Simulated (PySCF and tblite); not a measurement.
Values are calculated unless marked as measured or tabulated.
Stationary points of C4H10Ge at GFN2-xTB, in Å:

Structure A

```
 1 C    -0.937   -0.939   -0.011
 2 C    -1.167    0.567    0.279
 3 C     0.057    1.436   -0.035
 4 Ge    1.591    0.212    0.161
 5 C     0.465   -1.244   -0.550
 6 H    -1.690   -1.302   -0.713
 7 H    -1.078   -1.492    0.920
 8 H    -2.030    0.927   -0.282
 9 H    -1.407    0.678    1.338
10 H     0.064    2.328    0.587
11 H     0.025    1.768   -1.075
12 H     2.813    0.554   -0.648
13 H     2.046    0.008    1.581
14 H     0.473   -1.171   -1.640
15 H     0.763   -2.258   -0.294
```

Structure B

```
 1 C    -0.931   -0.899    0.151
 2 C    -1.157    0.581   -0.153
 3 C     0.016    1.385    0.409
 4 Ge    1.583    0.242   -0.003
 5 C     0.427   -1.316   -0.412
 6 H    -1.736   -1.507   -0.268
 7 H    -0.934   -1.039    1.235
 8 H    -1.203    0.714   -1.236
 9 H    -2.106    0.921    0.268
10 H    -0.092    1.496    1.489
11 H     0.054    2.384   -0.019
12 H     2.426    0.707   -1.162
13 H     2.529    0.052    1.154
14 H     0.356   -1.455   -1.492
15 H     0.763   -2.258    0.017
```

Level: PBE0/pcSseg-1 + D3(BJ) on GFN2-xTB stationary points, with GFN2-xTB thermal terms.

Task: Which structure is a saddle point, and along which motion?

Result: A: one imaginary mode (128i cm⁻¹ at GFN2-xTB, mostly on C1, C2, H7), along the inversion of the 5-membered ring (1–2–3–4–5).

Task: Give their symmetry and energies above the lowest.

Result: A Cs, 5.0 kcal/mol; B C2, 0.0 kcal/mol.

Spin–orbit effects of heavy atoms on shieldings are missing.
